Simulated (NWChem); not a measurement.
System: MnO, sextet; SMILES [O]=[Mn]

```xyz
2

Mn     0.0000     0.0000    -0.3984
O      0.0000     0.0000     1.2258
```
Atoms are numbered in this order, from 1.

Program: NWChem. Spin-unrestricted. Coordinates come from a PBE0-D3(BJ)/def2-TZVP, spin-unrestricted optimisation. No stability test was run on the SCF state. Vzz is the largest principal value of the second derivative of the potential at the nucleus (NWChem prints the opposite sign); η is the asymmetry. Non-relativistic.

For level B3LYP/def2-TZVP:

```yaml
Vzz Mn1 (a.u.): -0.208
Vzz O2 (a.u.): 0.864
```

Question: Estimate the same quantities for level PBE0/def2-TZVP.

Answer: The vzz Mn1 (a.u.) comes out as -0.133 and the vzz O2 (a.u.) is 0.996.
